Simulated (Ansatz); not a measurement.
Molecule: C2H9Si2, charge -1, multiplicity 1. It need not be the lowest isomer of its formula. Whether it binds its extra electron was not tested at this geometry. 
Geometry from a B3LYP-D3(BJ)/def2-TZVP (Ansatz, a quantum-chemistry and plane-wave program) optimisation:
SMILES: C[SiH](C)[SiH2-]
```xyz
13

C      1.8337    -0.8305     0.1941
Si     0.1364    -0.2399    -0.4679
C     -0.9970    -1.7731    -0.2760
Si    -0.5212     1.8117     0.4933
H      1.7781    -0.9850     1.2758
H      2.1583    -1.7695    -0.2661
H      2.6013    -0.0744     0.0113
H      0.3499    -0.1562    -1.9625
H     -1.9771    -1.5766    -0.7174
H     -0.5792    -2.6708    -0.7470
H     -1.1547    -1.9834     0.7857
H     -0.8626     1.1232     1.8273
H     -1.9466     1.7097    -0.0722
```
Charge -1, spin multiplicity 1.

Basis-set convergence of Hartree-Fock and MP2 correlation energies (hartree) with Ansatz. Correlated levels leave the core frozen unless marked. Spin-orbit coupling is left out. No relativistic terms.

| basis | functions | E(HF) | E(corr, MP2) |
|---|---|---|---|
| aug-cc-pV(D+d)Z | 191 | -658.85038 | -0.54162 |
| aug-cc-pV(T+d)Z | 409 | -658.89432 | -0.64571 |
| aug-cc-pV(Q+d)Z | 752 | -658.90449 | -0.68045 |

Extrapolating the two largest sets (X = 3 and 4) as X^-3: E(corr) = (64·(-0.68045) - 27·(-0.64571))/37 = -0.7058 Eh, an estimate of the basis-set limit. The largest set recovers 96.4 % of it, the smallest 76.7 %.
